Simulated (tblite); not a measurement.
Compound: CH₁₀O₂SSi₃.
SMILES with atom numbers: `[SiH3:1][O:2][C@@H:3]([SiH3:4])[O:5][SiH2:6][SH:7]` (hydrogens: H8, H9, H10 on Si1; H11 on C3; H12, H13, H14 on Si4; H15, H16 on Si6; H17 on S7)

A start from a force field or distance geometry was refined with GFN2-xTB geometry optimisation, gas phase (tblite 0.8.0). Values at the start:

```json
{"coordinate": "Si1–O2", "start": "1.718 Å"}
{"coordinate": "Si1–H8", "start": "1.470 Å"}
{"coordinate": "Si1–H9", "start": "1.468 Å"}
{"coordinate": "O2–C3", "start": "1.396 Å"}
{"coordinate": "C3–Si4", "start": "1.844 Å"}
{"coordinate": "C3–O5", "start": "1.398 Å"}
{"coordinate": "C3–H11", "start": "1.094 Å"}
{"coordinate": "Si4–H12", "start": "1.463 Å"}
{"coordinate": "O5–Si6", "start": "1.732 Å"}
{"coordinate": "Si6–S7", "start": "2.158 Å"}
{"coordinate": "Si6–H15", "start": "1.484 Å"}
{"coordinate": "Si6–H16", "start": "1.447 Å"}
{"coordinate": "S7–H17", "start": "1.426 Å"}
{"coordinate": "Si1–O2–C3", "start": "109.8°"}
{"coordinate": "O2–C3–Si4", "start": "110.1°"}
{"coordinate": "O2–C3–O5", "start": "111.6°"}
{"coordinate": "C3–O5–Si6", "start": "104.3°"}
{"coordinate": "Si4–C3–O5", "start": "111.7°"}
{"coordinate": "O5–Si6–S7", "start": "105.4°"}
```

Problem. How do these coordinates change at the GFN2-xTB level?

Solution. 
| coordinate | GFN2-xTB (Å or °) | change |
| --- | --- | --- |
| O5–Si6 | 1.625 | -0.107 |
| S7–H17 | 1.323 | -0.103 |
| Si1–O2 | 1.627 | -0.091 |
| C3–Si4 | 1.919 | +0.075 |
| Si6–H15 | 1.457 | -0.027 |
| Si6–S7 | 2.139 | -0.019 |
| Si1–H8 | 1.452 | -0.018 |
| Si6–H16 | 1.456 | +0.009 |
| C3–O5 | 1.392 | -0.006 |
| C3–H11 | 1.100 | +0.006 |
| Si1–H9 | 1.465 | -0.003 |
| Si4–H12 | 1.461 | -0.002 |
| O2–C3 | 1.395 | -0.001 |
| Si1–O2–C3 | 128.2 | +18.4 |
| C3–O5–Si6 | 120.6 | +16.3 |
| O5–Si6–S7 | 100.3 | -5.1 |
| Si4–C3–O5 | 108.4 | -3.3 |
| O2–C3–O5 | 109.3 | -2.3 |
| O2–C3–Si4 | 110.0 | -0.1 |

The energy falls by 36.8 kcal/mol over 189 L-BFGS steps, the largest force on an atom goes from 2.75 to 0.009 eV/Å, and the atoms move by 1.032 Å rms after alignment. The bond that changes most is O5–Si6 (silyl ether oxygen to oxygen-bound silicon), which shortens by 0.107 Å. Bonds longer at the end by more than 0.005 Å: 3 of 16; shorter: 9. Among the dihedrals that turn most is Si4–C3–O5–Si6, from -118° to 113°. Rotational constants go from 1797, 659.4, 516.6 to 1728, 665.5, 507.1 MHz.

Its lowest GFN2-xTB frequency is 7i cm⁻¹, too small to tell a flat minimum from a shallow saddle. The numbers are those of one conformer. 3 starts were optimised and ended at 0.00, 1.09 and 1.75 kcal/mol (GFN2-xTB); the lowest of these is shown.

All values are computed, not measured.
